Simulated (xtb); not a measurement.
Harmonic IR lines of one isomer of CH6OSi2, unscaled. Calculation: GFN2-xTB run with xtb.

```tsv
wavenumber (cm⁻¹)	relative intensity
239	9.7
246	10
404	6.6
603	20
621	14
683	26
772	54
779	71
787	49
824	73
1060	88
1143	82
1401	7.4
2270	100
2278	92
2292	22
2391	60
3126	5.9
```

**Question.** Say which structure gives these lines.
(A) `O=C[SiH2][SiH3]`
(B) `[SiH3][C@@H]1O[SiH2]1`
(C) `C=[SiH]O[SiH3]`
(D) `[SiH3][Si@@H]1CO1`

**Answer.** C, `C=[SiH]O[SiH3]`
